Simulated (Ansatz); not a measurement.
Cost and result for the atomization energy of C2H9BOS (14 atoms, 12 bonds).

```xyz
14

C    -0.118   -0.805    1.241
B     0.107    0.522    0.436
C    -1.084    1.443   -0.017
O     1.401    0.843    0.129
S     0.918   -1.710   -2.411
H    -0.406   -0.557    2.270
H     0.772   -1.435    1.292
H    -0.949   -1.389    0.834
H    -1.866    1.513    0.744
H    -1.556    0.982   -0.894
H    -0.790    2.457   -0.305
H     1.475    1.680   -0.338
H     0.510   -2.575   -1.470
H     1.586   -0.968   -1.511
```

The species carries charge 0 and has multiplicity 1. The bonds changed during the relaxation, so this is another structure than the one it started from. All single points use the PBE0-D4/def2-TZVP geometry. It is one conformer, not always the lowest. Program: Ansatz. All runs use 4 threads of a server CPU on a shared host. Times are those of one run each, without the atoms' runs, and a repeat can differ threefold. Electronic energies, without spin–orbit coupling; frozen cores. CCSD(T)/CBS adds CCSD(T) − MP2 in def2-TZVPP to the MP2 limit, and its time is that of the two runs behind it. T1 = 0.011. HSE06 is the plane-wave form, built on full-range PBE exchange.

CCSD(T)/CBS is a level of theory with its own doubt, some kJ/mol a heavy atom from the limit and from the frozen cores, so smaller differences don't rank the functionals.

| level | functions | wall time | atomization (kcal/mol) | difference from CCSD(T)/CBS | per bond |
| --- | --- | --- | --- | --- | --- |
| revPBE-D4/def2-TZVPP | 292 | 2.3 s | 1224.3 | -9.6 | -0.8 |
| PBE-D4/def2-TZVPP (with forces) | 292 | 2.7 s | 1251.4 | 17.5 | 1.5 |
| PBE0-D4/def2-TZVPP | 292 | 3.1 s | 1235.1 | 1.2 | 0.1 |
| HSE06-D4/def2-TZVPP | 292 | 3.4 s | 1236.0 | 2.1 | 0.2 |
| CAM-B3LYP-D4/def2-TZVPP | 292 | 3.4 s | 1240.9 | 7.0 | 0.6 |
| r2SCAN-D4/def2-TZVPP (with forces) | 292 | 3.8 s | 1238.9 | 5.0 | 0.4 |
| PBE-QIDH/def2-TZVPP | 292 | 5.5 s | 1226.4 | -7.5 | -0.6 |
| CCSD(T)/def2-SVP | 119 | 5.5 s | 1178.5 | -55.4 | -4.6 |
| ωB97X-V/def2-TZVPP | 292 | 7 s | 1235.4 | 1.5 | 0.1 |
| ωB97M-V/def2-TZVPP (with forces) | 292 | 10 s | 1240.5 | 6.6 | 0.6 |
| MP2/def2-QZVPP | 568 | 23 s | 1234.2 | 0.3 | 0.0 |
| CCSD(T)/def2-TZVPP | 292 | 2.6 min | 1206.8 | -27.1 | -2.3 |
| CCSD(T)/CBS(def2) | – | 3 min | 1233.9 | 0.0 | 0.0 |

From PBE to PBE0 (25 % exact exchange), in def2-TZVPP and without D4, the atomization energy moves by −15.5 kcal/mol: exact exchange takes away binding that semilocal exchange gives to molecules. In def2-TZVPP, CCSD(T) changes the Hartree–Fock value by +277.8 kcal/mol (the triples alone add +14.2 kcal/mol) and MP2 by +289.4 kcal/mol; breaking electron pairs costs correlation energy, which Hartree–Fock lacks. At CCSD(T), def2-SVP lies −55.4 kcal/mol from the extrapolated value and def2-TZVPP −27.1 kcal/mol: correlation converges slowly with the basis, and small sets miss more of it in the bonded molecule than in its fragments.
